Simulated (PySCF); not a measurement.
# Spinor energies of F⁺ (fluorine, charge +1)

Start: [He] 2s2 2p3 3s1; 2p3/2 filled at m_j = -1/2, +1/2, +3/2; 3s1/2 filled at m_j = +1/2. Calculated with PySCF 2.14 in x2c-TZVPall-2c with one added diffuse shell each of s, p, d type (6s4p3d1f, 40 functions): generalised Hartree-Fock with the X2C-1e Hamiltonian and a Gaussian nucleus; one run each with spin-orbit coupling (SO) switched off, then screened by Boettger's factors. This is a chosen level, not necessarily the ground level.

```
spinor shell  electrons  ε, spin-free (eV)  ε, screened SO (eV)  weight of nominal j (screened SO)  rms radius, screened SO (bohr)
       1s1/2          2            -754.50              -754.50                              1.000                           0.203
       2s1/2          2            -69.937              -69.937                              1.000                            1.01
       2p3/2          3            -54.174              -54.174                              0.664                           0.988
       3s1/2          1            -12.665              -12.665                              1.000                            3.28
```

```json
{"quantity": "E (hartree)", "spin-free": "-98.16164", "screened SO": "-98.16166"}
{"quantity": "M_J", "spin-free": "2", "screened SO": "2"}
{"quantity": "⟨J²⟩", "spin-free": "6.003", "screened SO": "6.003"}
{"quantity": "⟨L²⟩", "spin-free": "0.000", "screened SO": "0.000"}
{"quantity": "⟨S²⟩", "spin-free": "6.003", "screened SO": "6.002"}
```

Each row is a mean over spinors that exchange with the open shell spreads, by up to 17.773 eV (2s1/2).

Rows whose weight is well below 1 are mixtures of j = l ± 1/2: exchange outweighs spin-orbit coupling there, and the label is only the starting occupation.

Without spin-orbit coupling the j labels of p, d and f shells carry no meaning; the spin-free column gives the mean over the occupied spinors of each nl shell.
